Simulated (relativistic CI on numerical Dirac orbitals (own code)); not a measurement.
# Ir⁶⁺: 4f photoemission

Computed with this model: Dirac-Coulomb-Breit CI, separate exchange-only KLI orbitals for each configuration, a model potential for QED, valence Slater integrals scaled by 0.8, multiplet model of photoemission in the sudden approximation; configurations [Xe] 4f14 5d3 → [Xe] 4f13 5d3; 300 K; Lorentzian 0.35 eV and Gaussian 0.5 eV FWHM. Energies are those of the free ion, without screening or charge transfer. The energies are binding energies and can lie tens of eV above those of solids. S is read from ⟨S²⟩ = S(S + 1).

Field parameters in Wybourne normalisation: D3d B²₀ = −7Dσ, B⁴₀ = −14Dq − 21Dτ, B⁴₃ = −14√(10/7) Dq. The field is a parameter set, without covalency.

Computed curve for free ion, scaled to 100 at the maximum (points under 2 are left out and the grid is thinned):

| Energy (eV) | Intensity |
| --- | --- |
| 152.9 | 2.2 |
| 153.1 | 2.6 |
| 153.4 | 3.7 |
| 153.6 | 4.9 |
| 153.9 | 8.6 |
| 154.1 | 14.7 |
| 154.3 | 28.8 |
| 154.6 | 69.0 |
| 154.8 | 90.2 |
| 155.1 | 96.0 |
| 155.3 | 100.0 |
| 155.6 | 82.0 |
| 155.8 | 55.4 |
| 156.0 | 36.7 |
| 156.3 | 22.3 |
| 156.5 | 17.8 |
| 156.8 | 16.0 |
| 157.0 | 18.2 |
| 157.2 | 22.6 |
| 157.5 | 26.1 |
| 157.7 | 27.0 |
| 158.0 | 36.3 |
| 158.2 | 49.4 |
| 158.4 | 59.9 |
| 158.7 | 56.7 |
| 158.9 | 52.9 |
| 159.2 | 40.8 |
| 159.4 | 29.4 |
| 159.6 | 22.3 |
| 159.9 | 15.7 |
| 160.1 | 11.9 |
| 160.4 | 8.0 |
| 160.6 | 6.6 |
| 160.9 | 5.7 |
| 161.1 | 5.7 |
| 161.3 | 5.7 |
| 161.6 | 4.5 |
| 161.8 | 3.4 |
| 162.1 | 2.4 |
| 162.3 | 2.1 |

The ground state has S = 1.35, and the centroid lies at 156.75 eV.
